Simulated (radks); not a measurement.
Question: Radial electron density D(r) = 4 pi r^2 rho(r) of an atom or ion with 15 electrons. All-electron calculation, scalar-relativistic Kohn-Sham, PBEsol, spin-polarised, spherical densities, point nucleus. Program: a radial shooting solver on a logarithmic mesh with Libxc functionals.

r (bohr)  D(r) (e/bohr)   spin D(r)
0.004521         0.6163  -0.0000522
0.005747         0.9546  -0.0000789
0.007306          1.463   -0.000116
0.009362          2.242   -0.000165
0.0119            3.329   -0.000212
0.01525           4.896   -0.000226
0.01939           6.912   -0.000112
0.02484           9.509    0.000381
0.03158           12.37     0.00175
0.04015           15.21     0.00510
0.05145           17.49      0.0129
0.06541           18.36      0.0287
0.08382           17.44      0.0599
0.1066            15.14       0.112
0.1355            12.80       0.190
0.1736            12.13       0.291
0.2207            13.90       0.376
0.2828            16.72       0.391
0.3595            17.55       0.286
0.457             14.78      0.0980
0.5856            9.364     -0.0106
0.7444            4.827       0.193
0.954             2.983       0.800
1.213             3.164        1.51
1.554             3.271        1.84
1.976             2.426        1.51
2.511             1.220       0.836
3.218            0.3825       0.288
4.091           0.07745      0.0637
5.243          0.008311     0.00741
6.665         0.0004638    0.000437

What is the nuclear charge?

Answer: Z = 16. The innermost maximum, from 1s, lies near gamma/Z bohr with gamma = sqrt(1 - (Z/c)^2) = 0.993, here 0.0621 bohr (found: 0.0654), and its height grows with Z. The density is that of the sulfur ion S+ in [Ne] 3s2 3p3; the configuration itself is not fixed sharply by these data, and Z only to about a unit. D(r) has 3 maxima, at r = 0.0654, 0.340, 1.42 bohr, and minima at 0.164, 1.02 bohr, inside which lie 2.19, 10.38 electrons.
